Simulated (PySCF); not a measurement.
Pd: ionisation energy

Pd [Kr] 4d10 (1S) → Pd⁺ [Kr] 4d9 (2D), as a difference of total energies. All numbers are calculated (PySCF 2.14, scalar relativity through the core potential, in aug-cc-pVDZ-PP with ECP28MDF (5s5p4d2f, 54 functions)). Correlated levels: valence: 4s2 4p6 frozen. The calculations carry no spin-orbit coupling.

| method | ionisation energy (eV) | error (eV) |
| --- | --- | --- |
| UHF | 6.298 | -2.214 |
| M06-2X | 8.460 | -0.052 |
| TPSS | 8.473 | -0.039 |
| MP2 (valence) | 8.549 | +0.037 |
| SCS-MP2 (valence) | 8.323 | -0.189 |

Reference: 8.512 eV (measured; NIST levels, between the centres of gravity of the two terms).

Errors of the correlated levels include the incompleteness of this basis and the frozen core.
